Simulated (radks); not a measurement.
Excited configurations of Tm III: one electron is placed in a higher orbital outside [Xe] 4f12. The ground configuration is [Xe] 4f13. All-electron calculation, Dirac Kohn-Sham, BLYP, spin-unpolarised, spherical densities, point nucleus; open shells fill j = l - 1/2 first. Program: a radial shooting solver on a logarithmic mesh with Libxc functionals. Excitation = E - E(ground); binding = E(ion) - E, where the ion is the core of charge +3; n* = 3/sqrt(2 binding) in atomic units, and the quantum defect is n - n*.

5d3/2: excitation (eV) 5.364; binding (eV) 20.243; quantum defect 2.541; eigenvalue (eV) -15.336
5f5/2: excitation (eV) 17.739; binding (eV) 7.868; quantum defect 1.055; eigenvalue (eV) -6.108
6s1/2: excitation (eV) 4.830; binding (eV) 20.777; quantum defect 3.572; eigenvalue (eV) -17.284
6p1/2: excitation (eV) 9.446; binding (eV) 16.161; quantum defect 3.247; eigenvalue (eV) -13.262
6d3/2: excitation (eV) 15.933; binding (eV) 9.674; quantum defect 2.442; eigenvalue (eV) -7.969
6f5/2: excitation (eV) 20.244; binding (eV) 5.363; quantum defect 1.222; eigenvalue (eV) -4.362
7s1/2: excitation (eV) 15.145; binding (eV) 10.462; quantum defect 3.579; eigenvalue (eV) -8.910
7p1/2: excitation (eV) 16.771; binding (eV) 8.836; quantum defect 3.277; eigenvalue (eV) -7.449
7d3/2: excitation (eV) 19.509; binding (eV) 6.098; quantum defect 2.519; eigenvalue (eV) -5.088
7f5/2: excitation (eV) 21.764; binding (eV) 3.843; quantum defect 1.355; eigenvalue (eV) -3.206

The Delta-SCF ionisation energy is 25.607 eV (NIST Atomic Spectra Database: 23.66 eV, semi-empirical). Self-interaction in the functional shifts the binding energies and quantum defects, so they are the method's values and not measured ones. Spin polarisation and multiplet splitting are left out, so open shells lie too high by an amount that depends on their filling.

Beside tabulated values, note that spin-unpolarised runs miss the spin-polarisation part of the exchange energy of open shells.
